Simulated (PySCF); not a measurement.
## Basis-set dependence of excited states

C2H6N2SSi.
SMILES: `N#CC[Si@H](N)S`

TDDFT with PBE0 (PySCF), vertical singlets, core orbitals frozen in the response, spherical d and f functions. Isolated species at its PBE0-D3(BJ)/def2-SVP geometry (one conformer only).

```
      basis  functions  diffuse  S1 (eV)  S2 (eV)  S3 (eV)  S4 (eV)  S5 (eV)  LUMO (eV)  α (au)
     6-31G*        104       no     6.58     6.96     7.14     7.19     7.33       0.50    66.3
   def2-SVP        122       no     6.63     6.97     7.19     7.26     7.29       0.50    66.7
    6-31+G*        128      yes     6.15     6.47     6.57     6.76     6.81      -0.34    77.0
  def2-SVPD        179      yes     6.25     6.64     6.77     6.93     7.02      -0.06    82.8
aug-cc-pVDZ        200      yes     6.10     6.38     6.52     6.67     6.75      -0.46    84.5
  def2-TZVP        234       no     6.25     6.79     6.89     6.96     7.14       0.10    77.4
 def2-TZVPD        291      yes     6.11     6.54     6.58     6.78     6.81      -0.27    84.3
```

How much do these states and the polarisability depend on the basis?

States are compared by their number. Against the largest diffuse basis here (def2-TZVPD, itself not a converged limit), sets without diffuse functions differ by up to 0.52 eV in S1 and 0.52 eV in S5; the smaller diffuse sets differ by up to 0.14 and 0.21 eV. State by state, the largest deviation of a set without diffuse functions is S1 0.52, S2 0.43, S3 0.61, S4 0.48, S5 0.52 eV. The same number needn't mean the same state in each row. Against def2-TZVPD the polarisability deviates by -21% in 6-31G*, -21% in def2-SVP, -9% in 6-31+G*, -2% in def2-SVPD, 0% in aug-cc-pVDZ, -8% in def2-TZVP. A single + in a Pople set puts diffuse functions on heavy atoms only.
